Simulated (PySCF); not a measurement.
TlBr and its ions

PBE0; PySCF, scalar-relativistic core potentials, basis sets Tl def2-SVP with ECP60, Br def2-SVP. Neutral (UKS): singlet (closed shell), Re = 2.668 Å, ωe = 195 cm⁻¹, De = 4.01 eV, HOMO -7.14 eV, LUMO -1.79 eV.

TlBr⁺ (UKS): doublet (π ↑), Re = 3.286 Å, ωe = 75.6 cm⁻¹. The energies at the minima are -2746.14179 hartree for TlBr and -2745.80839 for TlBr⁺.

(1) Work out the adiabatic ionisation energy, without and with harmonic zero-point energies (1 hartree = 27.2114 eV, 1 eV = 8065.5 cm⁻¹), and the change of the bond length.

Spin–orbit coupling is left out, which matters for elements this heavy, above all for dissociation energies. States were picked by a PBE0 search and need not be the measured ground states.

Answers

(1) At PBE0: 0.33340 hartree = 9.072 eV between the minima; the zero-point term (75.6 − 195.0)/2 cm⁻¹ = -0.007 eV makes it 9.065 eV. Re changes by +61.8 pm against the neutral. Minus the HOMO energy is 7.14 eV, -1.93 eV from the value between the minima; self-interaction puts the Kohn–Sham level too high, less so with exact exchange. The electron leaves a π orbital, and the ion is left as a loose complex of an ion and an atom.
